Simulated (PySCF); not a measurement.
PBE on B⁻ (boron, charge -1), [He] 2s2 2p2, high-spin 3P determinant. Computed with PySCF 2.14 in dyall-av3z, with scalar relativity by spin-free X2C-1e.

```
cycle= 1 E= -24.6354878094286  delta_E= -0.000346  |g|= 0.0582  |ddm|= 0.488
cycle= 2 E= -24.6043788820617  delta_E= 0.0311  |g|= 0.155  |ddm|= 0.557
cycle= 3 E= -24.6400180333786  delta_E= -0.0356  |g|= 0.0378  |ddm|= 0.241
cycle= 4 E= -24.642876150835  delta_E= -0.00286  |g|= 0.00103  |ddm|= 0.118
cycle= 5 E= -24.6428772360284  delta_E= -1.09e-06  |g|= 0.000536  |ddm|= 0.00514
cycle= 6 E= -24.6428777712758  delta_E= -5.35e-07  |g|= 2.6e-05  |ddm|= 0.00117
cycle= 7 E= -24.642877772949  delta_E= -1.67e-09  |g|= 5.48e-06  |ddm|= 0.000172
cycle= 8 E= -24.642877773009  delta_E= -6e-11  |g|= 2.35e-07  |ddm|= 1.29e-05
converged SCF energy = -24.642877773009  <S^2> = 2.0028071  2S+1 = 3.0018708
```

Highest occupied orbital energy: 1.618 eV; ⟨L²⟩ = 2.01; populations by l: s 4.00, p 2.00, d 0.00, f 0.00.

Can this result be used?

With care. The run converged. At PBE the highest occupied level has a positive energy, so only the finite basis holds that electron; in a semilocal or global hybrid functional this comes from self-interaction and does not mean that the real anion is unbound.
